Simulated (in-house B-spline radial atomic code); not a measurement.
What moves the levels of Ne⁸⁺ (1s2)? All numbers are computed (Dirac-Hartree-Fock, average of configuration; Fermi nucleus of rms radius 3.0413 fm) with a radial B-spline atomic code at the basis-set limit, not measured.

Baseline run (computed): total energy -93.9828 hartree, 1s1/2 at -43.9719 hartree.

Changing the nucleus:

```tsv
nucleus	ΔE (eV)
Fermi nucleus of rms radius 2.9525 fm, A = 22	-6.7e-05
Fermi nucleus of rms radius 2.9104 fm, A = 23	-9.8e-05
Fermi nucleus of rms radius 2.9007 fm, A = 24	-0.000105
Fermi nucleus of rms radius 2.9316 fm, A = 25	-8.25e-05
Fermi nucleus of rms radius 2.9251 fm, A = 26	-8.73e-05
Fermi nucleus of rms radius 2.9642 fm, A = 28	-5.83e-05
```

A larger nucleus binds the electrons less, roughly as the density at the nucleus times the change of the nuclear <r²>. The reference is A = 17.
